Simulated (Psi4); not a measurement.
HgI (SMILES [I][Hg]), doublet, at a GFN2-xTB geometry (such geometries of metal compounds can be far from the true shape) (the spin is typed, not shown lowest) (core potentials on Hg, I); BHHLYP/def2-SV(P) in Psi4.

Psi4 was given this input:
```
memory 2 GB

molecule mol {
0 2
  Hg   -0.000000   -0.000000   -1.184662
  I     0.000000    0.000000    1.788169
}

set basis def2-sv(p)
set reference uks

energy('bhhlyp')
print_variables()
```

The log (banner, timings and long lists left out):

```
   => Loading Basis Set <=

    Name: DEF2-SV(P)
    Role: ORBITAL
    Keyword: BASIS

    !!!  WARNING: ECP capability is in beta. Please check occupations closely.  !!!

         ---------------------------------------------------------
                                   SCF
               by Justin Turney, Rob Parrish, Andy Simmonett
                          and Daniel G. A. Smith
                              UKS Reference
         ---------------------------------------------------------

  ==> Geometry <==

    Molecular point group: c2v
    Full point group: C_inf_v

    Geometry (in Angstrom), charge = 0, multiplicity = 2:

       Center              X                  Y                   Z               Mass
    ------------   -----------------  -----------------  -----------------  -----------------
         HG           0.000000000000     0.000000000000    -1.147139234779   201.970643400000
         I            0.000000000000     0.000000000000     1.825691765221   126.904471900000

  Running in c2v symmetry.

  Rotational constants: A = ************  B =      0.02447  C =      0.02447 [cm^-1]
  Rotational constants: A = ************  B =    733.74068  C =    733.74068 [MHz]
  Nuclear repulsion =   89.002235692173556

  Charge       = 0
  Multiplicity = 2
  Electrons    = 45
  Nalpha       = 23
  Nbeta        = 22

  ==> Algorithm <==

  SCF Algorithm Type is DF.
  DIIS enabled.
  MOM disabled.
  Fractional occupation disabled.
  Guess Type is SAD.
  Energy threshold   = 1.00e-06
  Density threshold  = 1.00e-06
  Integral threshold = 1.00e-12

  ==> Primary Basis <==

  Basis Set: DEF2-SV(P)
    Blend: DEF2-SV(P)
    Number of shells: 21
    Number of basis functions: 51
    Number of Cartesian functions: 55
    Spherical Harmonics?: true
    Max angular momentum: 2

  Core potential: DEF2-SV(P)
    Number of shells: 8
    Number of ECP primitives: 39
    Number of ECP core electrons: 88
    Max angular momentum: 3

  ==> DFT Potential <==

   => LibXC <=

    Version 7.1.2
    S. Lehtola, C. Steigemann, M. J. T. Oliveira, and M. A. L. Marques,  SoftwareX 7, 1–5 (2018) (10.1016/j.softx.2017.11.002)

   => Composite Functional: BHANDHLYP <=

    BHandHLYP Hyb-GGA Exchange-Correlation Functional

    A. D. Becke,  J. Chem. Phys. 98, 1372 (1993) (10.1063/1.464304)
    Defined through Gaussian implementation.

    Deriv               =              1
    GGA                 =           TRUE
    Meta                =          FALSE

[...]
   @S^2 Expected:                7.500000000E-01
   @S^2 Observed:                7.605004652E-01
   @S   Expected:                5.000000000E-01
   @S   Observed:                5.000000000E-01

    Orbital Energies [Eh]
    ---------------------

    Alpha Occupied:

[...]
    Alpha Virtual:

[...]
      25A1   118.736976

    Beta Occupied:

[...]
       5B1    -0.299447

    Beta Virtual:

[...]
    Final Occupation by Irrep:
             A1    A2    B1    B2
    DOCC [    10,    2,    5,    5 ]
    SOCC [     1,    0,    0,    0 ]
    NA   [    11,    2,    5,    5 ]
    NB   [    10,    2,    5,    5 ]

  @DF-UKS Final Energy:  -451.02915389125110

   => Energetics <=

    Nuclear Repulsion Energy =             89.0022356921735565
    One-Electron Energy =                -965.7007994508459205
    Two-Electron Energy =                 444.5845851805608504
    DFT Exchange-Correlation Energy =     -18.9151753131396205
    Empirical Dispersion Energy =           0.0000000000000000
    VV10 Nonlocal Energy =                  0.0000000000000000
    Total Energy =                       -451.0291538912510987

  UHF NO Occupations:
  HONO-2 :    9 A1 1.9995973
  HONO-1 :   10 A1 1.9953668
  HONO-0 :   11 A1 1.0000000
  LUNO+0 :   12 A1 0.0046332
  LUNO+1 :   13 A1 0.0004027
  LUNO+2 :    6 B2 0.0000772
  LUNO+3 :    6 B1 0.0000772

Computation Completed

Properties will be evaluated at   0.000000,   0.000000,   0.000000 [a0]

Properties computed using the SCF density matrix

 Multipole Moments:

 ------------------------------------------------------------------------------------
     Multipole            Electronic (a.u.)      Nuclear  (a.u.)        Total (a.u.)
 ------------------------------------------------------------------------------------

 L = 1.  Multiply by 2.5417464519 to convert [e a0] to [Debye]
 Dipole X            :          0.0000000            0.0000000            0.0000000
 Dipole Y            :          0.0000000            0.0000000            0.0000000
 Dipole Z            :        -43.9107864           42.8958560           -1.0149304
 Magnitude           :                                                    1.0149304

 ------------------------------------------------------------------------------------

  Variable Map:
  ----------------------------------------------------------------------------
[...]
  Array Variable Map:
  ----------------------------------------------------------------------------
[...]
[...]
```
